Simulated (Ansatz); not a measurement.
Input for Ansatz (an electronic-structure program): R-RI-MP2/aug-cc-pVTZ on CH6F2Ge (a complex), monomers drawn apart or pushed together. Files ending in .json are basis or fitting sets from the Basis Set Exchange. The run froze 17 orbitals, filled d shells among them.

Ansatz 0.2 input:
```yaml
crystal:
  periodic: [false, false, false]
  atoms:
    - {symbol: Ge, position_ang: [-0.70010531, 0.53473121, 0.34687054]}
    - {symbol: H, position_ang: [-0.86038231, 0.61855786, -1.18009865]}
    - {symbol: H, position_ang: [-0.37538836, -0.91919667, 0.72698455]}
    - {symbol: H, position_ang: [-2.01310343, 0.95637223, 1.01988008]}
    - {symbol: H, position_ang: [0.44308819, 1.45176820, 0.79628322]}
    - {symbol: F, position_ang: [0.21386079, -0.28344141, 4.89451131]}
    - {symbol: C, position_ang: [1.10671610, -1.31148405, 4.97456772]}
    - {symbol: F, position_ang: [2.30776590, -0.87509992, 4.50627740]}
    - {symbol: H, position_ang: [0.75731260, -2.12586017, 4.33877668]}
    - {symbol: H, position_ang: [1.21909106, -1.59274788, 6.02269103]}
basis:
  gaussian:
    orbitals: aug-cc-pVTZ
    fitting: {mean_field: def2-universal-JKFIT, correlation: aug-cc-pVTZ-RIFIT.json}
magnetization: {spin_polarized: false}
correlation: {method: mp2, electrons: outside_noble_gas}
scf: {lower_state_search: off}
```

It printed:

```
WARN ansatz: RAYON_NUM_THREADS=1 ignored (pool sized by the plan → 1); use --threads N
Functional definition: HF
these checks for a lower state are left out or cut short: stability, starts, cluster_reference, orbital_swaps, neighbouring_geometries, increment
integrals: 0.49 GiB planned
603 factors; integrals over basis functions are off by at most 1.1e0 eV
mean field: 0.79 GiB planned
mean field evaluation 1: about -63011.7816 eV, gradient 3.1e1 eV
mean field evaluation 2: about -63013.4148 eV, gradient 1.8e1 eV
mean field evaluation 4: about -63013.8646 eV, gradient 4.7e-1 eV
mean field -63013.86532707 eV, -2315.7168384377 hartree, gradient 1.2e-6 eV, S^2 0.000000; 0 other end points of the search recorded, 0 dependent functions left out
17 core orbitals not correlated, not the lowest: weight in the atoms' cores, before any rotation towards them, 1.000 or more for the frozen orbitals, at most 0.000 for the correlated occupied ones
785 factors; their error is unknown
reference -63013.86532707 eV, -2315.7168384377 hartree; 14, 14 occupied and 304, 304 virtual orbitals, 785 factors
second order -22.62417730 eV of doubles, -0.00000000 eV of singles
Total energy: -63036.48950437 eV, -2316.5482616184 hartree
Checks for a lower state left out: stability, starts, cluster_reference, orbital_swaps, neighbouring_geometries, increment
```

The run converged.

Cost: around 8 core-seconds (rough).
